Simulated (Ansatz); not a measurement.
Isolated molecules relaxed with PBE0-D4/def2-TZVP in Ansatz; ΔE leaves out vibrations. CBS: MP2 limit from def2 TZ/QZ plus the TZ coupled-cluster correction, frozen cores. This one scheme is used for every species. DFT in def2-TZVPP. HSE06 is defined as in plane-wave codes. Elements past krypton have def2 core potentials. For Nb outer-core shells are correlated without core-valence functions, which leaves a few kJ/mol of doubt a bond. Each species was taken in one conformer, which may not be the lowest.

Consider the formal exchange of groups at the Nb–Cl bond: `[OH][Nb]([F])(=[S])[Cl]` + CH₄ → `[CH3][Nb]([OH])([F])=[S]` + HCl.

```json
{"level": "LDA (SPW92)", "ΔE (kcal/mol)": "40.5", "difference from CCSD(T)/CBS": "0.2"}
{"level": "PBE-D4", "ΔE (kcal/mol)": "41.3", "difference from CCSD(T)/CBS": "1.0"}
{"level": "revPBE-D4", "ΔE (kcal/mol)": "41.3", "difference from CCSD(T)/CBS": "1.0"}
{"level": "HSE06-D4", "ΔE (kcal/mol)": "41.1", "difference from CCSD(T)/CBS": "0.8"}
{"level": "ωB97X-V", "ΔE (kcal/mol)": "40.7", "difference from CCSD(T)/CBS": "0.4"}
{"level": "PBE", "ΔE (kcal/mol)": "41.5", "difference from CCSD(T)/CBS": "1.2"}
{"level": "PBE0", "ΔE (kcal/mol)": "41.1", "difference from CCSD(T)/CBS": "0.8"}
{"level": "HSE06", "ΔE (kcal/mol)": "41.2", "difference from CCSD(T)/CBS": "0.9"}
{"level": "BHLYP", "ΔE (kcal/mol)": "42.0", "difference from CCSD(T)/CBS": "1.7"}
{"level": "RPA@PBE/def2-TZVPP", "ΔE (kcal/mol)": "39.3", "difference from CCSD(T)/CBS": "-1.0"}
{"level": "MP2/def2-TZVPP", "ΔE (kcal/mol)": "43.5", "difference from CCSD(T)/CBS": "3.2"}
{"level": "SCS-MP2/def2-TZVPP", "ΔE (kcal/mol)": "42.6", "difference from CCSD(T)/CBS": "2.3"}
{"level": "HF/def2-QZVPP", "ΔE (kcal/mol)": "41.8", "difference from CCSD(T)/CBS": "1.5"}
{"level": "MP2/def2-QZVPP", "ΔE (kcal/mol)": "43.7", "difference from CCSD(T)/CBS": "3.4"}
{"level": "MP2/CBS(def2)", "ΔE (kcal/mol)": "43.7", "difference from CCSD(T)/CBS": "3.4"}
{"level": "CCSD/CBS(def2)", "ΔE (kcal/mol)": "39.2", "difference from CCSD(T)/CBS": "-1.1"}
{"level": "CCSD(T)/CBS", "ΔE (kcal/mol)": "40.3", "difference from CCSD(T)/CBS": "0"}
```

(1) What do rigid-rotor, harmonic-oscillator terms from PBE0-D4/def2-TZVP frequencies (298.15 K, 1 bar) make of the CCSD(T)/CBS value? (An estimate is asked.)

Largest T1 diagnostic among the species: 0.023, so the coupled-cluster value is less sure than usual.

Answers

(1) Ansatz gave: ΔZPE = -2.8 kcal/mol, ΔH = +37.7 kcal/mol, ΔS = 11 J/(mol·K), ΔG = +37.0 kcal/mol.

At CCSD(T), def2-SVP lies +2.0 kcal/mol from the extrapolated value and def2-TZVPP −0.1 kcal/mol. From r2SCAN to r2SCAN0 (25 % exact exchange), in def2-TZVPP and without D4, ΔE moves by −0.8 kcal/mol.
